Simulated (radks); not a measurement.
Effect of the nuclear size on neutral thulium, [Xe] 4f13 6s2. Calculated with a radial shooting solver on a logarithmic mesh with Libxc functionals: Dirac Kohn-Sham, BLYP, spin-unpolarised, spherical densities, finite nucleus; open shells are shared between the two j in proportion to 2j + 1; Fermi nuclear charge, rms radius 5.2256 fm. The rms radius is varied about that value; shifts are against it.

rms radius (fm)  total energy shift (eV)  density at nucleus (e/bohr^3)  1s1/2 shift (meV)  2s1/2 shift (meV)  4p1/2 shift (meV)  5s1/2 shift (meV)  5p1/2 shift (meV)  6s1/2 shift (meV)  4f7/2 shift (meV)
4.5515                             -8.48                      9.901e+05              -3470               -467              0.190              -3.56              0.342             -0.139              0.601
4.9434                             -3.65                      9.659e+05              -1490               -201              0.082              -1.53              0.147             -0.060              0.259
5.2256                                 0                        9.5e+05              0.000              0.000              0.000              0.000              0.000              0.000              0.000
5.7168                              6.69                      9.249e+05               2740                368             -0.148               2.81             -0.269              0.109             -0.474
6.1035                              12.3                      9.069e+05               5010                675             -0.270               5.14             -0.493              0.200             -0.868

Slopes of the eigenvalues against <r^2> in GHz/fm^2, as finite differences over the two radii next to the reference (eigenvalue slopes, not the field-shift constants of lines): 1s1/2 124000, 2s1/2 16700, 4p1/2 -6.74, 5s1/2 127, 5p1/2 -12.2, 6s1/2 4.96, 4f7/2 -21.5.
